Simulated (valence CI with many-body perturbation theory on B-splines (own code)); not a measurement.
**Xe XXXII: key properties**

Calculated by configuration interaction combined with many-body perturbation theory (CI+MBPT): five valence electrons over a frozen Dirac-Fock core [Ar], a basis of 7 s, 7 p, 8 d, 6 f, 4 g, 1 h functions for each j, with the one-electron correlation potential Σ1 (screened to all orders), the two-electron term Σ2, the three-electron term Σ3, Breit, model QED; selected single and double excitations, second order for the rest, scaled by the run's own slope (own B-spline code, finite nucleus).

No measured spectrum was set against this ion. As an estimate, large intervals hold to a few tenths of a per cent, small ones and those within an open d or f shell to about a per cent. Only levels of the ground parity were solved; by the run's estimate the other parity begins above the list, which can be wrong where configurations are misplaced.

Levels are named by their leading jj configuration (3d3/2^4 stands for four electrons in 3d with j = 3/2), which in mixed levels can hold well under half, so a name can repeat and another be missing.

Rates and lifetimes use the calculated energies. Strong lines usually hold to 10 to 20 %, long lifetimes can be off by a factor of two.

Problem. What is the ground level?

Solution. (3d3/2^4 3d5/2) J=5/2, composition 54 % 3d5 6S + 28 % 3d5 4P + 8 % 3d5 2D, g = 1.726.

Problem. How well does LS coupling describe the low levels?

Solution. Among the lowest 20 levels the leading LS term, summed over configurations, holds 51 % on average. For single configurations the figures are 51 % in LS and 78 % in jj coupling. Terms mix most in the J = 7/2 level at 27.113 eV, where the leading one holds 25 %.

Problem. What is the ionisation energy?

Solution. 1918.6 eV; NIST lists 1919 ± 4 eV (theoretical).
